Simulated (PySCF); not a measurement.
# [Dy(H2O)2]2+ relaxed at several levels

Computed with PySCF 2.14.0, def2-SVP on the ligands, density fitting, scalar-relativistic core potentials, no spin-orbit coupling, vacuum. Each row is relaxed at its own level from the same template. Distances are means of the shortest metal–ligand contacts, charges and spins Mulliken's; removal energies are rigid, with the ligand's formal charge and no counterpoise, so too large; for an anion taken off a cation in vacuum most of it is the attraction of opposite charges, and multiply charged cations can part far more cheaply with an electron moved from ligand to metal. lcecp potentials hold a fixed number of 4f electrons in the core, out of states, spins and gaps.

```json
{"level": "PBE0", "basis on the metal": "lcecp-0-SVP with ECP56", "point group": "D2d", "M–H2O (Å)": "2.435", "charge on M (e)": "1.57", "removal of one H2O (eV)": "2.22", "strongest infrared band, degenerate modes summed (cm⁻¹)": "563", "unstable modes (below −25 cm⁻¹)": "0 (lowest -18 cm⁻¹, within noise)"}
```

Problem. What does the calculation give for BP86, lcecp-0-SVP with ECP56?

Solution. point group: D2d, M–H2O (Å): 2.439, charge on M (e): 1.52, removal of one H2O (eV): 2.22, strongest infrared band, degenerate modes summed (cm⁻¹): 538, unstable modes (below −25 cm⁻¹): 0 (lowest -16 cm⁻¹, within noise).
```xyz
7

Dy    0.0000    0.0000    0.0000
O     0.0000    0.0000    2.4395
H     0.5456    0.5456    3.0538
H    -0.5456   -0.5456    3.0538
O     0.0000    0.0000   -2.4395
H     0.5456   -0.5456   -3.0538
H    -0.5456    0.5456   -3.0538
```

Members with unstable modes aren't minima as they stand: saddle points kept by symmetry or, where the modes are soft, flat surfaces and noise. One start shape was tried for each, so a minimum needn't be the lowest isomer. Oxidation states forced by the potential, rare, strongly oxidising or of another configuration in reality: [Dy(H2O)2]2+, [Dy(H2O)2]2+.
